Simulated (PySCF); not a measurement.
A structure optimised at PBE-D3(BJ)/def2-SVP, used in a PySCF frequency run:

```xyz
5

Ge     0.0000     0.0000     0.8820
Br     1.8982     0.0000    -0.4522
Br    -1.8982     0.0000    -0.4522
H      0.0000     1.3026     1.7139
H      0.0000    -1.3026     1.7139
```

Question: Write its SMILES, formula and point group.

Answer: [Br][GeH2][Br], Br₂GeH₂, C2v

Question: What are its rotational constants (standard atomic weights)?

Answer: 5.1351, 0.87248, 0.75337 GHz
